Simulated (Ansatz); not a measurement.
CNO, SMILES `N#C[O+]` (lower triplet) (charge 1, multiplicity 3). The linear singlet lies higher and needs more than one determinant, so no gap is given.

Cartesian coordinates (Å):
```xyz
3

N     -1.2583     0.0000     0.0000
C      0.0648     0.0000     0.0000
O      1.1935     0.0000     0.0000
```
Charge +1, spin multiplicity 3.

Frozen-core energies in 6-31g from Ansatz (a first-principles code) at a geometry from B3LYP-D3(BJ)/def2-TZVP; the HF reference has <S^2> = 2.26 and the T1 diagnostic is 0.041.

```tsv
level	energy (Ha)
HF	-166.65671
MP2	-166.90651
CCSD	-166.93272
```

Q: Estimate the energies of CCSD(T), CCSDT, CCSDT(Q) and CCSDTQ, and give each level's difference from CCSDTQ.

A: 
```tsv
level	energy (Ha)	difference from CCSDTQ (mHa)
MP2	-166.90651	38.49
CCSD	-166.93272	12.28
CCSD(T)	-166.94174	3.26
CCSDT	-166.94349	1.50
CCSDT(Q)	-166.94529	-0.29
CCSDTQ	-166.94500	0.00
```
